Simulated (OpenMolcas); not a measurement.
# V+: effect of the level shift or regulariser

| Property | Result |
| --- | --- |
| Program | OpenMolcas |
| Basis | ANO-RCC-VDZP [5s4p2d1f] |
| Scalar Hamiltonian | DKH2, point nucleus |
| Active space | 4 electrons in 5 orbitals (3d) |
| State averaging | 2S+1 = 5 even, 5 roots; 2S+1 = 3 even, 45 roots; 2S+1 = 1 even, 50 roots (44 in the spin-orbit step) |
| Spin-orbit coupling | RASSI with atomic mean-field integrals over the reference wave functions, term energies averaged over their components |

Methods on the same reference wave functions:
A. CASSCF
B. MS-CASPT2, IPEA 0.25 Eh, imaginary shift 0.1 Eh (closed shells correlated: 3s 3p)
C. MS-CASPT2, IPEA 0.25 Eh, real shift 0.2 Eh (closed shells correlated: 3s 3p)

Energies in eV above 3d4 5D0, the measured ground level; measured values from NIST Handbook of Basic Atomic Spectroscopic Data.

```json
{"Level": "3d4 5D0", "A": "0.0000", "B": "0.0000", "C": "0.0000", "Measured": "0.0000"}
{"Level": "3d4 5D1", "A": "0.0049", "B": "0.0050", "C": "0.0049", "Measured": "0.0045"}
{"Level": "3d4 5D2", "A": "0.0144", "B": "0.0147", "C": "0.0147", "Measured": "0.0132"}
{"Level": "3d4 5D3", "A": "0.0286", "B": "0.0289", "C": "0.0288", "Measured": "0.0259"}
{"Level": "3d4 5D4", "A": "0.0469", "B": "0.0472", "C": "0.0471", "Measured": "0.0421"}
{"Level": "3d4 3H4", "A": "1.9263", "B": "1.679", "C": "1.684", "Measured": ""}
{"Level": "3d4 3H5", "A": "1.9360", "B": "1.689", "C": "1.694", "Measured": ""}
{"Level": "3d4 3H6", "A": "1.9472", "B": "1.700", "C": "1.706", "Measured": ""}
{"Level": "3d4 3P0(1)", "A": "2.0958", "B": "1.447", "C": "1.481", "Measured": ""}
{"Level": "3d4 3P1(1)", "A": "2.1239", "B": "1.476", "C": "1.510", "Measured": ""}
{"Level": "3d4 3P2(1)", "A": "2.1767", "B": "1.529", "C": "1.563", "Measured": ""}
{"Level": "3d4 3F2(1)", "A": "2.2111", "B": "1.720", "C": "1.730", "Measured": ""}
{"Level": "3d4 3F3(1)", "A": "2.2155", "B": "1.726", "C": "1.735", "Measured": ""}
{"Level": "3d4 3F4(1)", "A": "2.2218", "B": "1.733", "C": "1.743", "Measured": ""}
{"Level": "3d4 3G3", "A": "2.4327", "B": "2.028", "C": "2.033", "Measured": ""}
{"Level": "3d4 3G4", "A": "2.4446", "B": "2.040", "C": "2.045", "Measured": ""}
{"Level": "3d4 3G5", "A": "2.4562", "B": "2.052", "C": "2.057", "Measured": ""}
{"Level": "3d4 1I6", "A": "2.8855", "B": "2.546", "C": "2.553", "Measured": ""}
{"Level": "3d4 1G4(1)", "A": "3.0326", "B": "2.422", "C": "2.435", "Measured": ""}
{"Level": "3d4 3D3", "A": "3.1493", "B": "2.531", "C": "2.532", "Measured": ""}
{"Level": "3d4 3D2", "A": "3.1535", "B": "2.535", "C": "2.536", "Measured": ""}
{"Level": "3d4 3D1", "A": "3.1573", "B": "2.539", "C": "2.540", "Measured": ""}
{"Level": "3d4 1S0", "A": "3.5238", "B": "2.566", "C": "2.588", "Measured": ""}
{"Level": "3d4 1D2", "A": "3.7841", "B": "3.048", "C": "3.076", "Measured": ""}
```

Deviations, from unrounded energies. A percentage is the sum of absolute deviations over the sum of measured energies, with the sign that they share, or ± where signs differ.

```
                  Against measurement  Levels      A      B      C
       mean absolute deviation (cm-1)       4     18     20     20
fine structure of the ground term (%)       4  +10.7  +11.7  +11.6
```

A, B, C lie about equally close to measurement. The largest miss of A in the table is 3d4 5D4, by +39 cm-1. The ranking rests on the paired levels alone, and a cruder setting can come out closer through cancelling errors.

Between B and C the level of the table that moves most is 3d4 3P0(1), by 270 cm-1 (lowest in B, highest in C). Moves below CASPT2's spread within the term are not significant.

The two smallest mean deviations differ by little beside CASPT2's spread within terms, so their order carries little weight.

From A to B the spin-free energies of the other terms of 3d4 shown, above 5D, scale by factors of 0.69 to 0.88.

The lowest spin-free term lies below A's lowest term by 0.287 hartree in B, 0.286 hartree in C.

CASPT2 does not keep the components of a term degenerate, so their means are used; among the terms shown or strongly mixed into the levels shown the widest spread is 1600 cm-1 (3d4 1I, B). Some high roots are left out of the spin-orbit mixing, which shifts the levels that they would mix with. Without dynamic correlation excited terms often stand tens of per cent too high (terms of higher spin than the ground term too low), and those without a measured partner can miss by more than the paired ones (holds for A). The CASPT2 spread within a term exceeds the gap to the next term for 3d4 3H and 3d4 3F(1), 3d4 3D and 3d4 1I, 3d4 1I and 3d4 1S, so the order of their levels is uncertain, and so are names and mixing where such terms share a J (holds for B; C). Computed and measured levels are paired by configuration, term and J; levels that our copy of the source lacks, or whose pairing is in doubt (as where it misses far off the trend of its configuration), stay unpaired and out of the deviations. Levels of configurations outside the active space are missing. Levels that lie high or do not pair safely by name in every column are left out.

A number in round brackets counts repeated terms of one configuration in the order of the reference energies.
